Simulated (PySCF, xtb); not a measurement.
AgCl, SMILES [Cl][Ag], multiplicity 1.

GFN2-xTB run with xtb at its own geometry gives an orbital gap of 4.12 eV and a dipole moment of 5.41 D.

Coordinates come from a B3LYP-D3(BJ)/def2-TZVPD optimisation. The spin state was assumed, not searched. The def2 effective core potentials stand for the cores of Ag; spin–orbit coupling is left out.

Q: What does B3LYP/def2-TZVPD in PySCF give? (The exact figures need the calculation; the answer reports its results.)

A: gap 3.72 eV (levels -7.39 and -3.67 eV), dipole 5.60 D.
